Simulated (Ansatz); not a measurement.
System: diiodo(methoxy)borane, CH₃BI₂O, charge 0, multiplicity 1. SMILES: O(C)B(I)I
Coordinates optimised at B3LYP-D3(BJ)/def2-TZVP (Ansatz, a program for electronic structure):
```xyz
8

C     -3.0113    -0.3631    -0.1881
O     -1.9137     0.4666     0.2125
B     -0.6252     0.1862     0.0855
I      0.7876     1.6447     0.7868
I      0.0873    -1.6598    -0.7896
H     -3.9189     0.1781     0.0650
H     -2.9777    -1.3122     0.3455
H     -2.9696    -0.5476    -1.2608
```

Wanted: atomisation energy (electronic, to ground-state atoms), in kcal/mol. Correlated levels leave the core frozen unless marked. UHF or UKS for open shells. No spin-orbit coupling. The frozen core is the preceding noble-gas configuration, with the filled d and f shells of earlier blocks. Past Kr the def2 sets carry scalar-relativistic core potentials. The coupled-cluster limit lacks core correlation, which all-electron functionals hold. Basis-set limits of correlation are two-point, X^-3; Hartree-Fock from the larger set.

```
level                                        program  atomisation energy (kcal/mol)
------------------------------------  --------------  -----------------------------
B3LYP-D3(BJ)/def2-TZVPD               Ansatz + dftd3                              ?
LC-wPBE-D4/def2-TZVPD                 Ansatz + dftd4                          680.6
wB97X/def2-TZVPD                              Ansatz                              ?
B2PLYP/def2-TZVPD                             Ansatz                          669.1
PBE-QIDH/def2-TZVPD                           Ansatz                          677.2
CCSD(T)/CBS(def2-TZVPPD,def2-QZVPPD)          Ansatz                              ?
```

Problem. Fill in the missing entries.

Solution. 
- B3LYP-D3(BJ)/def2-TZVPD, atomisation energy (kcal/mol): 678.2
- wB97X/def2-TZVPD, atomisation energy (kcal/mol): 674.3
- CCSD(T)/CBS(def2-TZVPPD,def2-QZVPPD), atomisation energy (kcal/mol): 676.4
